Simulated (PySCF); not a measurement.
Mg(SH)(OSiH3) (H4MgOSSi), SMILES [SiH3][O][Mg][SH].

Coordinates come from a PBE0-D3(BJ)/def2-SVP optimisation. The values are those of a single conformer.

Calculation: TDA-PBE0/def2-SVPD run with PySCF.

Vertical excitations. Isolated molecule, no solvent.

| state | energy (eV) | λ (nm) | f | main pairs |
|---|---|---|---|---|
| S1 | 4.52 | 274 | 0.045 | HOMO→LUMO 99 % |
| S2 | 5.45 | 227 | 0.013 | HOMO−1→LUMO 97 % |
| S3 | 5.46 | 227 | 0.019 | HOMO−2→LUMO 97 % |
| S4 | 5.70 | 218 | 0.000 | HOMO→LUMO+1 95 % |
| S5 | 5.89 | 211 | 0.090 | HOMO−3→LUMO 70 %, HOMO→LUMO+2 28 % |
| S6 | 6.28 | 197 | 0.012 | HOMO→LUMO+3 81 % |
| S7 | 6.55 | 189 | 0.241 | HOMO→LUMO+2 60 %, HOMO−3→LUMO 21 % |
| S8 | 6.72 | 185 | 0.001 | HOMO−2→LUMO+1 97 % |
| S9 | 6.80 | 182 | 0.043 | HOMO−1→LUMO+1 82 %, HOMO−2→LUMO+2 13 % |
| S10 | 7.02 | 177 | 0.000 | HOMO−1→LUMO+2 97 % |
| T1 | 4.22 | 294 | 0 | HOMO→LUMO 97 % |
| T2 | 5.20 | 238 | 0 | HOMO−3→LUMO 89 % |
| T3 | 5.27 | 235 | 0 | HOMO−2→LUMO 52 %, HOMO−1→LUMO 41 % |
| T4 | 5.27 | 235 | 0 | HOMO−1→LUMO 50 %, HOMO−2→LUMO 42 % |
Triplets are in the Tamm–Dancoff approximation.
